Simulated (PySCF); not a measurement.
Give a PBE0-D3(BJ)/def2-SVP geometry of `ClB[C@@H](B)B(Cl)Cl`.

```
atom  x, y, z in Å
B1    -1.2472   -0.6956   -0.3960
C2    -0.0094    0.2550   -0.4405
B3     1.2087   -0.7007   -0.2428
Cl4    2.4496   -0.7716   -1.4751
B5    -0.0734    1.1507    0.8400
Cl6   -0.1407    0.5186    2.4719
Cl7   -0.0760    2.8950    0.6455
H8    -2.0261   -0.6794   -1.3184
H9    -1.4284   -1.4449    0.5306
H10    0.0541    0.8653   -1.3490
H11    1.3423   -1.4117    0.7160
```

Any rigid rotation of these coordinates is as good. Atoms count from 1 in this order. B1 (three-coordinate boron) is planar (angles 121.3°, 119.9° and 118.8°, sum 360.0°, 0.00 Å off the plane of its three neighbours). Of the pairs four or more bonds apart, Cl6···H11 is among the closest relative to their van der Waals radii: 3.00 Å, 102 % of the sum of Bondi's values. B5 (three-coordinate boron) is planar (angles 123.9°, 118.6° and 117.5°, sum 360.0°, 0.00 Å off the plane of its three neighbours). All 3 B–C bonds measure 1.561 to 1.564 Å.

Bonds between heavy atoms (Å): B1–C2 1.561, C2–B3 1.561, B3–Cl4 1.750, C2–B5 1.564, B5–Cl6 1.751, B5–Cl7 1.755.

The calculation used PBE0-D3(BJ)/def2-SVP geometry optimisation, gas phase (PySCF).

Point group: C1 (no symmetry element, even within 0.4 Å). PBE0-D3(BJ)/def2-SVP frequencies: not computed here. The numbers are those of one conformer (H–B1–C2–B3 -125° and 54°, B1–C2–B3–Cl4 121°, B1–C2–B5–Cl6 56°).
